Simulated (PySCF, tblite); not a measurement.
Compound: C8H5NO.
Bonds: C1–C2 (double), C2–C3, C3–C4 (double), C4–C5, C5–O6 (double), C5–C7, C7–C8 (double), C8–C9, C9–N10 (triple), C2–C8. Hydrogens: H11, H12 on C1; H13 on C3; H14 on C4; H15 on C7.

Computed with GFN2-xTB (tblite), gas phase: Langevin dynamics at 200 K from the optimised GFN2-xTB geometry, time step 0.5 fs, friction 0.01 fs⁻¹, 2000 steps. Over the second half of the run the saved frames average 186 K.

Frame at 250 fs, instantaneous temperature 178 K:
```
atom  x, y, z in Å
C1      1.016   -1.863   -0.144
C2      0.092   -0.898   -0.043
C3     -1.318   -1.162    0.146
C4     -2.247   -0.202    0.271
C5     -1.877    1.194    0.019
O6     -2.711    2.087    0.019
C7     -0.471    1.516   -0.191
C8      0.461    0.527   -0.220
C9      1.774    0.949   -0.560
N10     2.787    1.382   -0.901
H11     0.764   -2.916    0.102
H12     2.062   -1.682   -0.274
H13    -1.516   -2.180    0.275
H14    -3.254   -0.497    0.443
H15    -0.108    2.573   -0.260
```

Frame at 425 fs, instantaneous temperature 205 K:
```
atom  x, y, z in Å
C1      1.055   -1.928   -0.165
C2      0.160   -0.904   -0.061
C3     -1.199   -1.297    0.304
C4     -2.138   -0.321    0.470
C5     -1.838    1.084    0.249
O6     -2.693    1.946    0.388
C7     -0.483    1.400   -0.197
C8      0.509    0.505   -0.331
C9      1.790    0.878   -0.708
N10     2.824    1.189   -1.106
H11     0.757   -2.938    0.031
H12     2.142   -1.746   -0.261
H13    -1.367   -2.381    0.394
H14    -3.174   -0.575    0.653
H15    -0.281    2.478   -0.399
```

Frame at 625 fs, instantaneous temperature 208 K:
```
atom  x, y, z in Å
C1      1.234   -1.468   -0.241
C2      0.247   -0.553   -0.167
C3     -1.139   -0.950    0.181
C4     -2.119   -0.089    0.397
C5     -1.999    1.352    0.169
O6     -2.888    2.128    0.409
C7     -0.652    1.758   -0.306
C8      0.377    0.880   -0.421
C9      1.667    1.382   -0.678
N10     2.688    1.893   -0.899
H11     1.022   -2.499   -0.206
H12     2.264   -1.131   -0.435
H13    -1.349   -1.982    0.263
H14    -3.124   -0.413    0.708
H15    -0.610    2.751   -0.565
```

Frame at 800 fs, instantaneous temperature 246 K:
```
atom  x, y, z in Å
C1      1.293   -1.313    0.603
C2      0.247   -0.565    0.254
C3     -1.071   -0.969    0.525
C4     -2.140   -0.098    0.276
C5     -1.948    1.297   -0.227
O6     -2.826    2.094   -0.428
C7     -0.536    1.659   -0.520
C8      0.441    0.755   -0.330
C9      1.801    1.052   -0.650
N10     2.851    1.296   -1.010
H11     1.124   -2.276    1.024
H12     2.276   -0.988    0.520
H13    -1.284   -1.932    0.928
H14    -3.152   -0.264    0.504
H15    -0.294    2.588   -1.041
```

Frame at 1000 fs, instantaneous temperature 170 K:
```
atom  x, y, z in Å
C1      1.281   -1.365    0.959
C2      0.376   -0.507    0.486
C3     -1.019   -0.676    0.782
C4     -1.949    0.189    0.358
C5     -1.647    1.281   -0.523
O6     -2.508    2.014   -0.935
C7     -0.269    1.452   -0.911
C8      0.659    0.597   -0.435
C9      2.016    0.833   -0.801
N10     3.038    1.227   -1.138
H11     1.048   -2.087    1.704
H12     2.324   -1.311    0.598
H13    -1.289   -1.484    1.499
H14    -3.064    0.050    0.607
H15     0.112    2.262   -1.498
```

**Question.** What do single points at PBE0/pcSseg-1 (PySCF, gas phase) give on these frames?

**Answer.** 
```csv
t (fs),GFN2-xTB E above start (eV),DFT E above lowest frame (eV),HOMO (eV),LUMO (eV),dipole (D)
250,0.26,0.02,-7.82,-3.43,4.78
425,0.26,0.00,-7.75,-3.46,4.46
625,0.28,0.07,-7.89,-3.48,4.48
800,0.36,0.17,-7.78,-3.42,4.30
1000,0.32,0.08,-7.83,-3.44,4.63
```

Both levels order the frames alike by energy; measured from each level's lowest frame they differ by 0.07 eV at most. The HOMO–LUMO gap runs from 4.29 to 4.41 eV. These are instantaneous structures, not minima.

**Question.** And the isotropic GIAO shieldings (ppm) from the same runs?

**Answer.** 
```tsv
atom	250 fs	425 fs	625 fs	800 fs	1000 fs	mean	range
C1	46.4	37.9	46.8	46.0	46.1	44.6	8.9
C2	44.3	36.0	43.2	47.7	46.2	43.5	11.7
C3	41.0	31.3	43.6	37.1	40.4	38.7	12.3
C4	51.3	47.2	49.0	39.8	47.1	46.9	11.5
C5	-2.2	-0.5	2.9	2.7	4.4	1.5	6.6
O6	-401.9	-377.1	-332.7	-325.7	-374.8	-362.4	76.2
C7	34.4	38.2	40.3	40.0	41.8	38.9	7.4
C8	54.2	63.8	62.2	58.3	55.9	58.9	9.6
C9	63.4	66.2	62.9	66.2	63.3	64.4	3.3
N10	-67.7	-75.4	-76.9	-57.9	-68.0	-69.2	19.0
H11	25.0	25.2	25.4	25.7	25.3	25.3	0.7
H12	25.1	24.5	24.6	25.4	24.7	24.9	0.9
H13	25.0	23.6	24.9	24.0	24.1	24.3	1.4
H14	25.0	25.0	24.9	25.2	24.0	24.8	1.2
H15	23.6	24.3	25.5	24.4	24.4	24.4	1.9
```

What follows is the cost of the whole dynamics run. On one thread, Intel Xeon Platinum 8259CL at 2.50 GHz (x86_64), no GPU, shared host with 96 logical CPUs at a one-minute load of 16, this took 21 s and 0.18 GiB of memory at its peak.
